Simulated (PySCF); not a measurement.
A GIAO shielding run with PySCF 2.14 (density fitting, non-relativistic, gas phase) on `C=N[SiH2]N([SiH3])[SiH2]CC`, C3H14N2Si3:

```
$ OMP_NUM_THREADS=1 python probes_run.py task.json out

{"job": {"kind": "nmr", "xc": "PBE0", "basis": "pcSseg-1"}, "charge": 0, "multiplicity": 1}
C      3.003208     2.063189    -0.508975
N      2.846447     0.827974    -0.454580
Si     2.291576    -0.241914     0.778151
N      0.719462    -0.788450     0.256757
Si     0.461774    -2.396156    -0.363202
Si    -0.501033     0.446519     0.143695
C     -2.222087    -0.299120    -0.108032
C     -3.289138     0.782087    -0.202872
H      2.857005     2.749457     0.330557
H      3.319630     2.520088    -1.444858
H      3.259691    -1.327768     0.746126
H      2.115286     0.314801     2.124674
H      0.181959    -2.354458    -1.802002
H      1.667869    -3.175133    -0.098881
H     -0.673310    -2.981770     0.357065
H     -0.472800     1.218561     1.397095
H     -0.194107     1.357335    -0.973394
H     -2.243050    -0.903156    -1.015537
H     -2.468829    -0.970332     0.714839
H     -3.080120     1.452309    -1.032899
H     -3.312480     1.375235     0.708052
H     -4.277365     0.350087    -0.354198
```

Hardware: 1 thread of an Arm Neoverse V1, shared host. The job also computes population analyses, field gradients.

(1) How large is the calculation?

(2) How long does it take, and how much memory does it need?

Answers

(1) 88 electrons, 227 basis functions and 1240 auxiliary functions.

(2) 55 s of wall time, with 14 SCF cycles and 5 response iterations; peak memory 0.96 GiB. Times on a shared host scatter by some tens of per cent.
